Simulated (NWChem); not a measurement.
System: C4H7Cl; SMILES C1CC1(C)Cl

```xyz
12

C      1.6455     0.4857     0.0000
C      0.1619     0.2502     0.0000
Cl    -0.2426    -1.4826     0.0000
C     -0.7678     1.1472    -0.7533
C     -0.7678     1.1472     0.7533
H      2.1116     0.0413    -0.8922
H      1.8569     1.5659     0.0000
H      2.1116     0.0413     0.8922
H     -1.6164     0.6825    -1.2606
H     -0.3291     1.9995    -1.2811
H     -1.6164     0.6825     1.2606
H     -0.3291     1.9995     1.2811
```
Atoms are numbered in this order, from 1.

All runs: NWChem. Pople sets run with spherical d functions. STO-3G and 3-21G are far too small for this property and stand as cheap habits. Geometry: optimised at PBE0/def2-SVP. Not confirmed as a minimum by frequencies. GIAO values for the isolated, static molecule; σ is the absolute isotropic shielding, δ = σ(reference) − σ with the isolated reference molecule computed at the same levels (13C: tetramethylsilane, 1H: tetramethylsilane).

| level | δ C1 (ppm) | δ C2 (ppm) | σ Cl3 (ppm) | δ C4 (ppm) | δ H6 (rotor mean) (ppm) | δ H9 (ppm) | δ H10 (ppm) |
|---|---|---|---|---|---|---|---|
| PBE0/pcSseg-1 | (withheld) | (withheld) | (withheld) | 18.8 | (withheld) | (withheld) | (withheld) |
| Hartree-Fock/STO-3G | 25.4 | 42.1 | 1031.3 | 19.0 | 1.30 | 1.19 | 0.84 |
| Hartree-Fock/6-31G* | 26.4 | 31.5 | 853.3 | 14.2 | 1.41 | 1.05 | 0.70 |

Task: Some entries are withheld; supply them.

Result: 
- PBE0/pcSseg-1, δ C1 (ppm): 29.2
- PBE0/pcSseg-1, δ C2 (ppm): 44.1
- PBE0/pcSseg-1, σ Cl3 (ppm): 744.3
- PBE0/pcSseg-1, δ H6 (rotor mean) (ppm): 1.49
- PBE0/pcSseg-1, δ H9 (ppm): 0.97
- PBE0/pcSseg-1, δ H10 (ppm): 0.65
